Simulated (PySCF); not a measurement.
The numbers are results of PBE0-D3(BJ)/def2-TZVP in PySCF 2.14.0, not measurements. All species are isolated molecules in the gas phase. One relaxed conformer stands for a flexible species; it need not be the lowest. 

Reference species (SMILES): `F[C]F` (excited triplet) (neutral, multiplicity 3).

```yaml
highest_occupied_spin_orbital: -6.14 eV
```

Changed species: `F[C][AlH2]` (lower triplet) (X = AlH2, multiplicity 3; the reference has X = fluoro, multiplicity 3).

**Question.** Give the shifts of the highest occupied spin orbital.

**Answer.** the highest occupied spin orbital decreases by 0.63 eV, to -6.77 eV.
